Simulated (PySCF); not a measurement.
# Sb²⁺ (antimony, charge +2): M06-L calculation

Configuration: [Kr] 4d10 5s2 5p1, 2P determinant. Calculation: PySCF 2.14, in aug-cc-pVTZ-PP with ECP28MDF; a scalar-relativistic core potential.

- Total energy: -239.4541 hartree
- One-electron energy: -404.5776 hartree
- Hartree (Coulomb) energy: 184.1446 hartree
- Exchange-correlation energy: -19.0212 hartree
- ⟨S²⟩: 0.7514
- ⟨L²⟩: 2.007
- Sum of ⟨r⟩: 23.82 bohr
- Sum of ⟨r²⟩: 35.54 bohr²
- Traceless quadrupole moment −½Σ⟨3z² − r²⟩ along its main axis: -2.85 e·bohr²

| shell | electrons | mean orbital energy (eV) | spread (eV) | rms radius, mean of both spins (bohr) |
| --- | --- | --- | --- | --- |
| 4s α | 1 | -171.79 | 0 | 0.848 |
| 4s β | 1 | -171.73 | 0 | 0.848 |
| 4p α | 3 | -123.87 | 0.586 | 0.916 |
| 4p β | 3 | -123.81 | 0.652 | 0.916 |
| 4d α | 5 | -52.478 | 0.560 | 1.11 |
| 4d β | 5 | -52.331 | 0.733 | 1.11 |
| 5s α | 1 | -29.673 | 0 | 2.22 |
| 5s β | 1 | -28.876 | 0 | 2.22 |
| 5p α | 1 | -20.303 | 0 | 2.64 |

Energies and moments cover only the electrons outside the core potential.
